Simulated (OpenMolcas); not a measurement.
## Lines of S: computed and rescaled rates

```yaml
Program: OpenMolcas
Method: "MS-RASPT2, IPEA 0.25 Eh, imaginary shift 0.1 Eh (closed shells correlated: 2s 2p 3s)"
Basis: ANO-RCC [8s7p5d4f2g]
Scalar_Hamiltonian: DKH2, point nucleus
Active_space: 4 electrons in 9 orbitals (RAS2 3p; RAS3 3d 4s, at most 1 electron)
State_averaging: 2S+1 = 3 even, 3 roots; 2S+1 = 1 even, 6 roots; 2S+1 = 5 odd, 6 roots; 2S+1 = 3 odd, 21 roots; 2S+1 = 1 odd, 8 roots
Spin-orbit_coupling: state interaction with AMFI integrals over the reference wave functions, term energies averaged over their components
```

Rates come from the transition moments of the reference wave functions (E1 and E2 in the length form). At fixed line strength A goes as λ^-3 for E1 and M1 and as λ^-5 for E2, so a rate at the computed wavelength can be rescaled to the measured one. Measured vacuum wavelengths follow from level energies in NIST Handbook of Basic Atomic Spectroscopic Data. Branching counts decays inside the model space alone, at computed energies, and the table is only a selection of the E2 and M1 lines, drawn from those between levels with measured partners whose computed energy lies within a factor of 1.5 of the measured one.

| Upper | Lower | Type | λ computed (nm) | λ measured (nm) | A computed (s-1) | A rescaled (s-1) | Branching % |
| --- | --- | --- | --- | --- | --- | --- | --- |
| 3s2 3p4 3P0 | 3s2 3p4 3P1 | M1 | 58030 | 56310 | 2.77e-04 | 3.03e-04 | 100.0 |
| 3s2 3p4 3P1 | 3s2 3p4 3P2 | M1 | 26900 | 25250 | 1.16e-03 | 1.40e-03 | 100.0 |
| 3s2 3p4 1D2 | 3s2 3p4 3P1 | M1 | 1137 | 1131 | 7.28e-03 |  | 22.6 |
| 3s2 3p4 1D2 | 3s2 3p4 3P2 | M1 | 1091 | 1082 | 2.47e-02 |  | 76.7 |
| 3s2 3p4 1D2 | 3s2 3p4 3P2 | E2 | 1091 | 1082 | 1.91e-04 |  | 0.6 |
| 3s2 3p3 3d 5D* 0 | 3s2 3p3 4s 5S* 2 | E2 | 591.6 | 655.3 | 1.14e+01 | 6.84e+00 | 6.5 |
| 3s2 3p3 3d 5D* 4 | 3s2 3p3 4s 5S* 2 | E2 | 591.5 | 655.6 | 1.14e+01 | 6.82e+00 | 100.0 |
| 3s2 3p4 1S0 | 3s2 3p4 1D2 | E2 | 552.5 | 772.7 | 9.39e+00 | 1.75e+00 | 95.7 |
| 3s2 3p4 1S0 | 3s2 3p4 3P1 | M1 | 371.8 | 459.1 | 3.92e-01 |  | 4.0 |

Spin-changing lines and M1 lines between different terms are not rescaled, since their strength hangs on the term gaps too.

The largest correction is for 3s2 3p4 1S0 → 3s2 3p4 1D2 (E2): 9.39e+00 × (552.5 / 772.7)^5 = 1.75e+00 s-1, a factor of 0.19.

The computed rate and branching of 3s2 3p3 3d 5D* 4 → 3s2 3p3 4s 5S* 2 give the upper level a radiative lifetime of 1.000 / 1.14e+01 s-1 = 8.77e-02 s, counting decays inside the model space alone. The rescaled rate gives about 1.5e-01 s.

The computed order of these levels differs from the measured one in 1 place, and where term gaps are wrong the rates of spin-changing lines can be off by large factors.

No measured rate stands beside these. Rescaling mends the energy factor alone: line strengths can still be far off where a level mixes with configurations outside the active space, and weak or spin-changing lines hang on small mixing coefficients that depend on the term gaps too, so rescaling need not improve them.

CASPT2 breaks the degeneracy within a term, and the mean is taken; among the terms shown or strongly mixed into the levels shown the widest spread is 300 cm-1 (3s2 3p3 3d 5D*). ANO sets are built for valence states and can reach diffuse excited orbitals poorly, and with the s shell closed the s pⁿ⁺¹ terms that mix with these levels are absent. With the s shell closed, the reference lacks s² → p² mixing. Some terms miss by over 15 % even with CASPT2, which points to a basis or an active space too small for the shells correlated. Computed and measured levels are paired by configuration, term and J; levels that our copy of the source lacks, or whose pairing is in doubt (as where it misses far off the trend of its configuration), stay unpaired. Only configurations of the active space appear.

* marks odd parity.
